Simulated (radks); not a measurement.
Values are calculated unless marked as measured or tabulated.
Radial electron density D(r) = 4 pi r^2 rho(r) of an atom or ion with 60 electrons. Level of theory: non-relativistic Kohn-Sham, XLYP, spin-polarised, spherical densities, point nucleus (a radial shooting solver on a logarithmic mesh with Libxc functionals).

r (bohr)  D(r) (e/bohr)    spin D(r)
0.001387          3.779   0.00000243
0.00185           6.335   0.00000406
0.002467          10.41   0.00000667
0.003265          16.46    0.0000105
0.004354          25.48    0.0000162
0.005807          37.67    0.0000238
0.007684          51.98    0.0000324
0.01025           67.00    0.0000407
0.01367           78.22    0.0000449
0.01823           81.47    0.0000378
0.02412           77.17  -0.00000183
0.03217           73.39    -0.000166
0.04291           82.09    -0.000720
0.05678           101.2     -0.00183
0.07573           110.3    -0.000482
0.101             96.14       0.0260
0.1336            86.07        0.163
0.1782            96.65        0.669
0.2377            86.29         1.98
0.3145            50.66         4.29
0.4195            43.43         7.01
0.5595            48.87         8.08
0.7404            31.18         6.63
0.9875            14.92         3.95
1.317             10.01         1.62
1.743             5.379        0.366
2.324             1.380       0.0145
3.1              0.1449     -0.00474
4.102          0.005188    -0.000381

What is the nuclear charge?

Answer. Z = 64. The innermost maximum, from 1s, lies near 1/Z = 0.0156 bohr (found: 0.0175), and its height grows with Z. The density is that of the gadolinium ion Gd4+ in [Xe] 4f6; the configuration itself is not fixed sharply by these data, and Z only to a few units. D(r) has 4 maxima, at r = 0.0175, 0.0728, 0.193, 0.525 bohr, and minima at 0.0317, 0.130, 0.378 bohr, inside which lie 1.98, 11.43, 29.39 electrons.
